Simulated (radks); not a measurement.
Task: All-electron atom: Bi3+ in [Hg]. Calculated with a radial shooting solver on a logarithmic mesh with Libxc functionals: scalar-relativistic Kohn-Sham, LDA (Slater exchange, Perdew-Wang correlation), spin-polarised, spherical densities, point nucleus. Some entries of the table are withheld. Estimate them.

orbital  occ.  eigenvalue (eV)  <r> (bohr)  <r^2> (bohr^2)
1s          2        -90646.59     0.01579       0.0003463
2s          2        -16311.15     0.06650             (1)
2p          6        -13959.40     0.06056        0.004488
3s          2        -3958.417      0.1717         0.03373
3p          6        -3286.793      0.1738             (2)
3d         10        -2611.978      0.1575         0.02903
4s          2        -929.5580      0.3773          0.1606
4p          6              (3)      0.4029          0.1844
4d         10        -458.1589      0.4227          0.2061
5s          2              (4)      0.8297             (5)
4f         14        -181.2018      0.4410          0.2321
5p          6        -124.0706      0.9467           1.010
5d         10         -55.0391       1.220           1.713
6s          2         -40.4757       2.008           4.499

Result: 
(1) 2s <r^2> (bohr^2): 0.005246
(2) 3p <r^2> (bohr^2): 0.03505
(3) 4p eigenvalue (eV): -709.4941
(4) 5s eigenvalue (eV): -186.1768
(5) 5s <r^2> (bohr^2): 0.7711
